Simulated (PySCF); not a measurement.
Input file for PySCF: R-BP86/6-31G* on ClHSSi (SMILES S[Si]Cl), a point of a torsion scan.

```python
from pyscf import gto, scf, dft, mp
from pyscf.data.elements import chemcore

mol = gto.M(
    atom='''
    S    -1.21931734    0.41210629    0.43310928
    Si    0.76163771    0.96845021   -0.30245882
    Cl    1.55142750   -0.87110230   -0.79870704
    H    -1.38987033   -0.67331112   -0.31003175
    ''',
    basis='6-31g*',
    cart=True,
    charge=0, spin=0, verbose=3, max_memory=1800)
mf = dft.RKS(mol, xc='b88,p86')
mf.conv_tol = 1e-8
mf.max_cycle = 100
mf.kernel()
if not mf.converged:
    mf = mf.newton().run(mf.mo_coeff, mf.mo_occ)
```

The log:

```
converged SCF energy = -1148.58291693355
```

The calculation finished and met its thresholds.

Cost: roughly 9 core-seconds.
